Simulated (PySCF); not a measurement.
## Vertical excitation energies

Compound: Sn(NMe2)Me3, C5H15NSn.
SMILES: `C[N](C)[Sn]([CH3])([CH3])[CH3]`

Theory: TDDFT B3LYP/def2-SVPD, vertical, gas phase, core orbitals frozen in the response, def2 core potentials past Kr in PySCF 2.14.0, density-fitted response routines. Isolated species at its PBE0-D3(BJ)/def2-SVP geometry, gas phase. Spin–orbit coupling is left out.

Problem. What does the calculation give for the low-lying excited states?

Solution. 

```csv
state,E (eV),E (hartree),f,"main configurations (H = HOMO, L = LUMO)"
S1,4.51,0.1659,0.0052,H→L (96%)
S2,5.31,0.1950,0.028,H→L+1 (89%)
S3,5.37,0.1973,0.0018,H→L+2 (98%)
S4,5.54,0.2037,0.0011,"H→L+4 (52%), H→L+3 (38%)"
S5,5.58,0.2050,0.062,"H→L+3 (52%), H→L+4 (44%)"
S6,6.37,0.2339,0.0002,H→L+5 (98%)
S7,6.41,0.2354,0.0017,H→L+6 (90%)
S8,6.46,0.2373,0.0022,"H→L+7 (72%), H→L+8 (24%)"
S9,6.62,0.2433,0.014,"H→L+8 (67%), H→L+7 (22%)"
S10,6.76,0.2484,0.110,H-1→L (95%)
```

Triplets, Tamm–Dancoff:

```
state  E (eV)  λ (nm)  main configurations (H = HOMO, L = LUMO)
   T1    4.37   283.4                    H→L (85%), H→L+4 (10%)
   T2    5.09   243.7       H→L+4 (69%), H→L (13%), H→L+1 (10%)
   T3    5.23   237.2      H→L+1 (78%), H→L+4 (11%), H→L+3 (9%)
   T4    5.34   232.4                               H→L+2 (97%)
```

The lowest singlet lies at 4.51 eV (275 nm, ultraviolet) and is weak; its leading configuration is HOMO→LUMO (96%). The strongest level in the table is S10 at 6.76 eV (183 nm, f = 0.110). It is the last of those listed, so stronger ones may follow. Löwdin shares by element: HOMO nitrogen 57%, carbon 19% or more, hydrogen 4% or more (atoms not listed hold the other 20%); LUMO tin 30%, carbon 23% or more (atoms not listed hold the other 47%). Orbital energies (eV): HOMO-3 -8.21, HOMO-2 -7.74, HOMO-1 -7.69, HOMO -5.43, LUMO -0.16, LUMO+1 0.70, LUMO+2 0.73. The listed states span 2.25 eV. Only the lowest 10 singlets were computed, as vertical energies without vibronic structure.

The run took 4.0 min wall, 3.5 min CPU (grids of density and orbitals included) on one thread, Intel Xeon at 2.50 GHz (x86_64), no GPU, on a shared host, and the process peaked at 1.3 GiB of memory.
